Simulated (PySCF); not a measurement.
GeO3, SMILES [O]=[Ge]1[O][O]1.

Geometry: PBE-D3(BJ)/def2-SVP.

Two levels are set side by side: TDA-PBE/def2-SVPD (PySCF) and TDA-B3LYP/def2-SVPD (PySCF). Vertical, same geometry. The lowest singlet is HOMO→LUMO+1 100 % with PBE and HOMO→LUMO+1 99 % with the other functional; states are paired by order. Differences are taken from unrounded values.

```json
[
 {"quantity": "lowest singlet excitation (eV)", "TDA-B3LYP": "3.13"},
 {"quantity": "lowest triplet excitation (TDA) (eV)", "TDA-B3LYP": "1.94"}
]
```

Problem. What does TDA-PBE give, and how far is it from TDA-B3LYP? (The exact figures need the calculation; the answer reports its results.)

Solution. 
| quantity | TDA-PBE | TDA-PBE minus TDA-B3LYP |
|---|---|---|
| lowest singlet excitation (eV) | 3.08 | -0.05 |
| lowest triplet excitation (TDA) (eV) | 1.90 | -0.04 |

Rough cost on one machine, each run with all the roots and properties that it gave: TDA-B3LYP against TDA-PBE within a factor of 2.
